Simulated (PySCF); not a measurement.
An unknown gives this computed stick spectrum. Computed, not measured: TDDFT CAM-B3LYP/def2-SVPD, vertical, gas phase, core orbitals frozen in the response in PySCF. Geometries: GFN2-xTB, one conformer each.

```csv
state,E (eV),f,"main configurations (H = HOMO, L = LUMO)"
S1,6.49,0.042,H→L (81%)
S2,6.83,0.169,"H→L+1 (72%), H→L (8%)"
S3,7.14,0.074,"H-1→L (80%), H-2→L (8%)"
S4,7.31,0.028,"H→L+2 (51%), H-1→L+1 (27%)"
S5,7.32,0.0089,"H-1→L+1 (49%), H→L+2 (27%)"
S6,7.49,0.082,"H-2→L (65%), H-1→L (8%)"
S7,7.64,0.0060,"H→L+3 (58%), H→L+4 (14%)"
S8,7.80,0.0046,"H→L+5 (26%), H→L+4 (22%), H-3→L (14%)"
```

Orbital energies (eV): HOMO-3 -10.50, HOMO-2 -9.92, HOMO-1 -9.58, HOMO -9.03, LUMO 0.58, LUMO+1 0.91, LUMO+2 1.22.

Question: Which structure fits?
A. `CS[Si@@H]1CCCN1`
B. `C=CC/P=P/C[SiH3]`
C. `C=CC(=C)C(=C)C`
D. `CC[SiH2][Si@H](C)[SiH3]`

Answer: D. Its S1, at 6.49 eV, is the highest among the candidates; the nearest of the others has S1 at 5.59 eV. S1 is HOMO→LUMO (81%). Löwdin shares by element: HOMO silicon 63%, carbon 12% or more (atoms not listed hold the other 26%); LUMO silicon 51%, carbon 9% or more (atoms not listed hold the other 41%). At the same level the other candidates give, for their lowest levels:
- `CS[Si@@H]1CCCN1`: 5.49 eV (f 0.004); 6.01 eV (f 0.002); 6.33 eV (f 0.043); 6.58 eV (f 0.018); 6.79 eV (f 0.010); T1 5.15 eV; HOMO -7.83, LUMO 1.02 eV
- `C=CC(=C)C(=C)C`: 5.59 eV (f 0.231); 6.08 eV (f 0.310); 6.25 eV (f 0.012); 6.62 eV (f 0.000); 7.13 eV (f 0.012); T1 3.23 eV; HOMO -7.92, LUMO 0.25 eV
- `C=CC/P=P/C[SiH3]`: 3.16 eV (f 0.000); 4.08 eV (f 0.131); 4.92 eV (f 0.009); 5.16 eV (f 0.002); 5.44 eV (f 0.011); T1 1.97 eV; HOMO -8.03, LUMO -1.34 eV

The values belong to the conformer `[CH3:1][CH2:2][SiH2:3][Si@H:4]([CH3:5])[SiH3:6]`: C1–C2–Si3–Si4 -55°, C2–Si3–Si4–C5 -156°.
Triplets come from the Tamm–Dancoff approximation.
